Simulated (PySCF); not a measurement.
Screening by computed properties: pick the candidate that meets the target.

All species are isolated and taken at one optimised geometry, non-relativistic unless stated. Electronic properties by PySCF.

The conformers computed, where there is a choice (atom-mapped SMILES and torsion angles):
- `[CH3:1][P:2]([CH3:3])[CH2:4][CH2:5][P:6]([CH3:7])[CH3:8]`: C1–P2–C4–C5 177°, P2–C4–C5–P6 180°, C4–C5–P6–C7 -177°
- `[CH2:1]=[C:2]([CH3:3])[Si@@H:4]([SiH3:5])[SiH2:6][PH2:7]`: C1–C2–Si4–Si5 130°, C2–Si4–Si6–P7 20°, H–P7–Si6–Si4 -57°, H–P7–Si6–Si4 35°
- `[CH:1]#[C:2][C:3](=[O:4])[NH:5][C:6]([CH3:7])([CH3:8])[CH3:9]`: C2–C3–N5–C6 180°, C3–N5–C6–C7 60°
- `[CH3:1][CH:2]([CH3:3])[P:4]([PH2:5])[CH:6]([CH3:7])[CH3:8]`: C1–C2–P4–P5 -70°, C2–P4–C6–C7 180°, H–P5–P4–C2 -171°, H–P5–P4–C2 97°
- `[CH2:1]=[CH:2][C:3](=[CH2:4])[C:5](=[O:6])[N:7]([CH3:8])[CH3:9]`: C1–C2–C3–C4 -177°, C2–C3–C5–O6 -97°, C3–C5–N7–C8 2°

**Question.** Wanted: HOMO–LUMO gap between 6 eV and 6.7 eV (PBE0/pcSseg-1) and HOMO energy below -6.3 eV (PBE0/pcSseg-1), at GFN2-xTB geometries. Which candidate meets both?
A. `C=CC(=C)C(=O)N(C)C`
B. `CC(C)P(P)C(C)C`
C. `C#CC(=O)NC(C)(C)C`
D. `CP(C)CCP(C)C`
E. `C=C(C)[Si@@H]([SiH3])[SiH2]P`

**Answer.** E. Computed values:
```
                     species  HOMO–LUMO gap  HOMO energy
          C=CC(=C)C(=O)N(C)C        5.76 eV     -6.80 eV
C=C(C)[Si@@H]([SiH3])[SiH2]P        6.37 eV     -7.20 eV
              CC(C)P(P)C(C)C        6.61 eV     -6.18 eV
           C#CC(=O)NC(C)(C)C        6.80 eV     -7.59 eV
                CP(C)CCP(C)C        7.46 eV     -6.43 eV
```

**Question.** Wanted: dipole moment below 1.2 D (PBE0/pcSseg-1) and smallest rotational constant above 0.54 GHz (GFN2-xTB), at GFN2-xTB geometries. Which candidate meets both?
A. `C=C(C)[Si@@H]([SiH3])[SiH2]P`
B. `C#CC(=O)NC(C)(C)C`
C. `CC(C)P(P)C(C)C`
D. `CP(C)CCP(C)C`

**Answer.** C. Computed values:
```
                     species  dipole moment  smallest rotational constant
                CP(C)CCP(C)C         0.00 D                     0.517 GHz
              CC(C)P(P)C(C)C         1.02 D                     0.828 GHz
C=C(C)[Si@@H]([SiH3])[SiH2]P         1.42 D                     0.567 GHz
           C#CC(=O)NC(C)(C)C         3.78 D                     0.909 GHz
```
